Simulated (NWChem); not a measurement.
Species: SiHSClF2; SMILES S[Si](F)(Cl)F

```xyz
6

F     -1.3002     0.0261    -1.3002
Si    -0.3380    -0.0122    -0.0002
F     -1.2958    -0.1558     1.2993
S      0.7683     1.7947    -0.0029
Cl     0.8370    -1.6904    -0.0558
H      1.5765     1.3604     1.0058
```
Atoms are numbered in this order, from 1.

All runs: NWChem. Coordinates come from a PBE-D3(BJ)/def2-SVP optimisation.

Q: Estimate the computed values for CAM-B3LYP/def2-SVP. Quantities: highest occupied level (eV); orbital gap (eV); dipole (D).

A: 
| Item | Result |
|---|---|
| highest occupied level (eV) | -9.66 |
| orbital gap (eV) | 10.80 |
| dipole (D) | 1.82 |
